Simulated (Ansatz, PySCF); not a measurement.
Energy difference R1 + 2 R2 + 3 R3 → 5 P1 + P2, each structure at its B3LYP-D3(BJ)/def2-SVP stationary point, reached from a drawn start (curvature not checked).
R1, CH4 (SMILES C) (charge 0, multiplicity 1):
```xyz
5

C      0.00000     0.00000     0.00000
H      0.63466     0.63466     0.63466
H     -0.63466    -0.63466     0.63466
H      0.63466    -0.63466    -0.63466
H     -0.63466     0.63466    -0.63466
```
P1, H2 (SMILES [H][H]) (charge 0, multiplicity 1, Z-matrix in Å and degrees):
```
H
H 1 0.7609
```
R2, H2O (SMILES O) (charge 0, multiplicity 1, Z-matrix in Å and degrees):
```
O
H 1 0.9667
H 1 0.9667 2 103.09
```
R3: SiH4 (SMILES [SiH4]), charge 0, multiplicity 1.
P2, CH10O2Si3 (SMILES C[SiH](O[SiH3])O[SiH3]) (charge 0, multiplicity 1):
```xyz
16

Si    -1.863    -1.733     0.453
O     -1.228    -0.310    -0.121
Si    -0.309     1.031     0.219
C     -0.278     2.118    -1.290
O      1.230     0.544     0.607
Si     2.323    -0.696     0.451
H     -1.955    -1.703     1.942
H     -3.224    -1.919    -0.122
H     -0.996    -2.873     0.042
H     -0.865     1.721     1.412
H      0.124     1.565    -2.154
H      0.356     3.004    -1.121
H     -1.293     2.463    -1.545
H      3.547    -0.344     1.219
H      2.683    -0.903    -0.982
H      1.747    -1.963     0.988
```

P less R. No zero-point or thermal terms. One arrangement of each flexible species, with no search for the lowest.

Correlated levels freeze the cores.

Programs: Ansatz (Gaussian basis) for Hartree–Fock, density functionals and correlated methods; PySCF for the D3/D4 terms. Each number belongs to the level named beside it.

Total energies in hartree:

```
structure  PBE/def2-TZVPP  B3LYP-D3(BJ)/def2-TZVPP  CCSD(T)/cc-pV(T+d)Z
---------  --------------  -----------------------  -------------------
R1             -40.464360               -40.540743           -40.437841
P1              -1.166089                -1.179940            -1.172125
R2             -76.380213               -76.467124           -76.332119
R3            -291.721820              -291.920191          -291.439958
P2           -1062.654717             -1063.449904         -1061.676748
```

Work out the reaction energy at each level in eV (1 hartree = 27.21139 eV), and say how far PBE/def2-TZVPP lies from CCSD(T)/cc-pV(T+d)Z.


- PBE/def2-TZVPP: 5 × (-1.166089) + (-1062.654717) − (-40.464360) − 2 × (-76.380213) − 3 × (-291.721820) = -0.094916 hartree = -2.583 eV
- B3LYP-D3(BJ)/def2-TZVPP: 5 × (-1.179940) + (-1063.449904) − (-40.540743) − 2 × (-76.467124) − 3 × (-291.920191) = -0.114040 hartree = -3.103 eV
- CCSD(T)/cc-pV(T+d)Z: 5 × (-1.172125) + (-1061.676748) − (-40.437841) − 2 × (-76.332119) − 3 × (-291.439958) = -0.115420 hartree = -3.141 eV
PBE/def2-TZVPP less CCSD(T)/cc-pV(T+d)Z: 0.558 eV. CCSD(T)/cc-pV(T+d)Z is the level counted from, the highest shown, and no exact or measured value.

Ansatz is an electronic-structure program.
